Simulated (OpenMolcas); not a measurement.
Ar IV: effect of the active space

| Quantity | Value |
| --- | --- |
| Program | OpenMolcas 26.06 |
| Method | CASSCF or its RAS form |
| Basis | ANO-R2 |
| Scalar Hamiltonian | X2C, finite nucleus |
| Spin-orbit coupling | state interaction with AMFI integrals over the reference wave functions, term energies averaged over their components |

A. 3 electrons in 3 orbitals (3p); 2S+1 = 4 odd, 1 root; 2S+1 = 2 odd, 8 roots; cost roughly 4 core-seconds
B. 5 electrons in 4 orbitals (3s 3p); 2S+1 = 4 odd, 1 root; 2S+1 = 2 odd, 8 roots; 2S+1 = 4 even, 3 roots; 2S+1 = 2 even, 9 roots; cost of the order of 15 core-seconds
C. 5 electrons in 8 orbitals (3s 3p 4s 4p); 2S+1 = 4 odd, 1 root; 2S+1 = 2 odd, 8 roots; 2S+1 = 4 even, 3 roots; 2S+1 = 2 even, 9 roots; cost of the order of 26 core-seconds
D. 5 electrons in 9 orbitals (RAS2 3s 3p; RAS3 3d, at most 2 electrons); 2S+1 = 4 odd, 1 root; 2S+1 = 2 odd, 11 roots; 2S+1 = 4 even, 3 roots; 2S+1 = 2 even, 9 roots; cost roughly 30 core-seconds

Energies in cm⁻¹ above 3s² 3p³ ⁴S°_3/2, the measured ground level; measured values from Saloman, J. Phys. Chem. Ref. Data 39, 033101 (2010).

```
          Level      A      B      C      D  Measured
3s² 3p³ ⁴S°_3/2    0.0    0.0    0.0    0.0       0.0
3s² 3p³ ²D°_3/2  25997  25938  25785  24895     21091
3s² 3p³ ²D°_5/2  26088  26088  25956  24999     21220
3s² 3p³ ²P°_1/2  43341  36301  35916  39029     34855
3s² 3p³ ²P°_3/2  43461  36447  36090  39139     35032
```

Deviations, from unrounded energies. A percentage is the sum of absolute deviations over the sum of measured energies, with the sign that they share, or ± where signs differ.

```tsv
Against measurement	Levels	A	B	C	D
mean absolute deviation (cm-1)	4	6700	3100	2900	4000
other terms of the ground configuration (%)	4	+23.8	+11.2	+10.3	+14.1
```

C lies closest to measurement on these levels and A furthest from it. The largest miss of C in the table is 3s² 3p³ ²D°_5/2, by +4700 cm-1. The ranking rests on the paired levels alone, and a cruder setting can come out closer through cancelling errors.

Among A to D the level of the table that moves most is 3s² 3p³ ²P°_1/2, by 7400 cm-1 (lowest in C, highest in A).

With the s shell closed, the reference lacks s² → p² mixing (holds for A). Active for correlation alone: 4p 4s; no level in the range computed is led by a configuration that fills them, so any true level of that kind is missing (holds for C). The run also gave levels led by 3s² 3p² 3d, which use shells meant for correlation; these and all levels above them are left out (holds for D). Computed and measured levels are paired by configuration, term and J; levels that our copy of the source lacks, or whose pairing is in doubt (as where it misses far off the trend of its configuration), stay unpaired and out of the deviations. Levels of configurations outside the active space are missing. The table leaves out levels that lie high or whose names do not pair safely across all columns.

° marks odd parity.
